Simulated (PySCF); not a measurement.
## Relaxation of singlet Rb₂Se

All numbers come from PySCF, PBE0, basis Se def2-TZVP, Rb def2-TZVP with ECP28 (scalar-relativistic core potentials, no spin–orbit coupling, density fitting). A (50,194) grid was used.

A hand-made bent start, of C2v symmetry, held to at least that symmetry:

Coordinates in bohr (charge 0 multiplicity 1):
```
Se    0.0000    0.0000   -2.4029
Rb    5.0463    0.0000    1.1307
Rb   -5.0463    0.0000    1.1307
```

Problem. What forces act on the atoms at the start (eV/Å)?

Solution. 
```tsv
atom	Fx	Fy	Fz
Se1	0.00	0.00	0.80
Rb2	-0.44	0.00	-0.40
Rb3	0.44	0.00	-0.40
```

Problem. What does it relax to?

Solution. It ends at C2v with Se–Rb 3.016 Å (×2); Rb–Se–Rb 152.1° (after a last refinement on a finer grid). A frequency run shows a minimum. Other isomers or separated fragments may lie lower.

Problem. How much energy is released, and in how many steps?

Solution. 23.9 kJ/mol in 9 steps.

The relaxation took of the order of 2.3 core-minutes on a shared host.
